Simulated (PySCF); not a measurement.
**Frontier orbitals and the lowest excitations**

Species: C3H11AlOSi.
Structure used (PBE0-D3(BJ)/def2-SVP), in Å, numbered top down from 1:
```xyz
17
C3H11AlOSi angstrom
C     -1.2519    0.3696   -1.5058
Si    -0.2317   -0.1730   -0.0284
C     -1.2383   -0.0298    1.5478
C      0.3655   -1.9353   -0.2628
O      1.0896    0.8287    0.1011
Al     2.4384    1.8403    0.2487
H     -2.1314   -0.2802   -1.6411
H     -0.6577    0.3290   -2.4324
H     -1.6107    1.4030   -1.3780
H     -0.6409   -0.3226    2.4256
H     -2.1258   -0.6819    1.5119
H     -1.5847    1.0043    1.7015
H     -0.4813   -2.6340   -0.3572
H      0.9795   -2.2601    0.5919
H      0.9797   -2.0247   -1.1728
H      2.2251    3.4087    0.1536
H      3.8628    1.1821    0.4767
```

Method used: TDDFT wB97X-D/def2-SVPD, vertical, gas phase, core orbitals frozen in the response (PySCF).

Kohn–Sham orbitals with the atoms that hold most of them (Löwdin shares over 4%, at most four atoms; ? is withheld):

| orbital | ε (eV) | atoms |
| --- | --- | --- |
| HOMO-3 | -11.74 | O5 52%, C3 10%, C1 8%, Si2 6% |
| HOMO-2 | -10.42 | Al6 21%, H16 16%, H17 16%, C4 14% |
| HOMO-1 | -9.99 | ? |
| HOMO | -9.66 | ? |
| LUMO | ? | Al6 61%, O5 15%, H16 11%, H17 11% |
| LUMO+1 | 1.50 | Al6 63%, Si2 6% |
| LUMO+2 | 2.08 | Al6 52%, H16 11%, H17 11%, O5 8% |

Problem. Which atoms hold the HOMO, and with what shares?

Solution. O5 (bonded to Al and Si) 25%; C4 (bonded to Si and 3 H) 15%; Al6 (bonded to O and 2 H) 14%; H17 (bonded to Al) 10%.

Problem. Give the leading atoms of the HOMO-1.

Solution. C3 (bonded to Si and 3 H) 27%; O5 (bonded to Al and Si) 21%; Si2 (bonded to 3 C and O) 17%; C1 (bonded to Si and 3 H) 16%. By element: carbon 43% or more, oxygen 21%, silicon 17%.

Problem. What is the LUMO energy, and the HOMO–LUMO gap?

Solution. ε(LUMO) = 0.73 eV; the gap is 10.39 eV (0.3818 hartree).

Problem. The HOMO–LUMO gap is 10.39 eV. Where does the response calculation put the lowest singlet, and from which orbitals?

Solution. S1 is at 5.64 eV (f = 0.0001), 4.75 eV below the gap, made of HOMO→LUMO (72%), HOMO-2→LUMO (27%). 

Problem. One configuration dominates each of S1 and S3. Which, and how do the shares of the two leading atoms of either orbital change from the occupied to the empty one?

Solution. 
- S1 (5.64 eV, f 0.0001), HOMO→LUMO (72%): O5 25% → 15%, C4 15% → at most 2%, Al6 14% → 61%
- S3 (7.05 eV, f 0.089), HOMO-1→LUMO (82%): C3 27% → at most 2%, O5 21% → 15%, Al6 at most 17% → 61%

Löwdin shares depend on the basis, the more so with diffuse functions.

The run took 3.5 min wall on one thread of an Arm Neoverse V2, on a shared host.
